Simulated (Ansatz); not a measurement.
Mulliken charges of GaH7SiSn, SMILES `[GaH2][SiH2][SnH3]` from r2SCAN/def2-TZVPP in Ansatz (PBE0-D4/def2-TZVP geometry).

| atom | x (Å) | y (Å) | z (Å) | charge (e) |
| --- | --- | --- | --- | --- |
| Ga1 | -1.689 | 1.174 | -0.962 | 0.219 |
| Si2 | 0.097 | 0.892 | 0.614 | -0.046 |
| Sn3 | 1.145 | -1.432 | 0.284 | 0.422 |
| H4 | -3.148 | 0.715 | -0.602 | -0.064 |
| H5 | -1.397 | 1.747 | -2.396 | -0.064 |
| H6 | 1.191 | 1.888 | 0.435 | -0.058 |
| H7 | -0.361 | 0.962 | 2.031 | -0.058 |
| H8 | -0.020 | -2.656 | 0.536 | -0.117 |
| H9 | 1.742 | -1.600 | -1.309 | -0.117 |
| H10 | 2.438 | -1.690 | 1.369 | -0.116 |

Problem. By hand: the dipole of these point charges (1 e Å = 4.8032 D).

Solution. Σ q r = (-0.133, -0.017, -0.139) e Å, of length 0.193 e Å = 0.93 D.

Problem. How does the dipole of the full density compare? (Best estimate.)

Solution. Ansatz gave: (-0.021, 0.079, 0.026) e Å, 0.41 D; the point charges give 2.27 times that, at 98° from its direction.

Point charges leave out the atoms' own dipoles, such as those of lone pairs, and Mulliken's split depends on the basis, so the two needn't agree.
